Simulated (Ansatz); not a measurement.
Reaction (redistribution): `F[C@@H]1[O][Ge@H]1[SiH3]` + `[CH3][GeH3]` → `[SiH3][GeH3]` + `[CH3][Ge@H]1[O][C@@H]1F`

Computed with Ansatz on PBE0-D4/def2-TZVP structures; ΔE is electronic, products minus reactants. CBS: MP2 limit from def2 TZ/QZ plus the TZ coupled-cluster correction, frozen cores. Functionals use def2-TZVPP. For Ge outer-core shells are correlated without core-valence functions, which leaves a few kJ/mol of doubt a bond. Scalar relativity is left out up to krypton.

```json
{"species": "`F[C@@H]1[O][Ge@H]1[SiH3]`", "PBE0-D4 energy (Eh)": "-2582.13846"}
{"species": "`[CH3][GeH3]`", "PBE0-D4 energy (Eh)": "-2118.41221"}
{"species": "`[SiH3][GeH3]`", "PBE0-D4 energy (Eh)": "-2369.71055"}
{"species": "`[CH3][Ge@H]1[O][C@@H]1F`", "PBE0-D4 energy (Eh)": "-2330.84059"}
```

Question: Work out ΔE.

Answer: ΔE = (-2369.71055) + (-2330.84059) − (-2582.13846) − (-2118.41221) = -0.00047 Eh = -0.3 kcal/mol. CCSD(T)/CBS gives -0.2 kcal/mol.

Largest T1 diagnostic among the species: 0.016.

In def2-TZVPP, CCSD(T) changes the Hartree–Fock value by +0.7 kcal/mol (the triples alone add +0.3 kcal/mol) and MP2 by +1.0 kcal/mol.
